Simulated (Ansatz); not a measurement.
CuO2⁻, relaxed as a quintet with UKS r2SCAN-D4/def2-TZVPD in Ansatz, starting from the r2SCAN-D4/def2-TZVPD geometry of the charge -1 singlet. Force threshold 0.02 eV/Å.

The highest occupied level of the charge -1 quintet lies above zero (up to 1.25 eV). The electron is either unbound and held by the finite basis, or the level is raised by self-interaction error. At r2SCAN-D4/def2-TZVPD a triplet of charge -1 lies 3.25 eV below the quintet, each at its own geometry. The structure comes from a short search, and lower isomers may exist.

Start:

| atom | x (Å) | y (Å) | z (Å) |
| --- | --- | --- | --- |
| Cu1 | -0.1047 | 0.0040 | -0.0825 |
| O2 | -0.0557 | -1.6662 | 0.0970 |
| O3 | 0.1603 | 1.6622 | -0.0146 |

```json
{"step": "1", "energy (eV)": "-48730.1255", "largest force component (eV/Å)": "1.468", "SCF passes": "32"}
{"step": "2", "energy (eV)": "-48730.3066", "largest force component (eV/Å)": "1.306", "SCF passes": "33"}
{"step": "3", "energy (eV)": "-48730.5928", "largest force component (eV/Å)": "0.435", "SCF passes": "39"}
{"step": "4", "energy (eV)": "-48730.7589", "largest force component (eV/Å)": "0.483", "SCF passes": "104"}
{"step": "5", "energy (eV)": "-48730.8505", "largest force component (eV/Å)": "0.545", "SCF passes": "49"}
{"step": "6", "energy (eV)": "-48730.8688", "largest force component (eV/Å)": "0.120", "SCF passes": "38"}
{"step": "7", "energy (eV)": "-48730.8709", "largest force component (eV/Å)": "0.008", "SCF passes": "37"}
```

Force components are those of the run's own axes.

End:

```
atom   x (Å)   y (Å)   z (Å)
 Cu1  -0.566   0.022  -0.446
  O2   0.190  -1.443   0.271
  O3   0.376   1.421   0.175
```

By distances, no bond broke or formed. The bond that changes most is Cu1–O3, from 1.68 to 1.80 Å (atoms count from 1).

No frequencies were taken in this run, so the end may be a saddle point.

Run time 19 s (4 threads of Arm Neoverse V1 on a shared host).
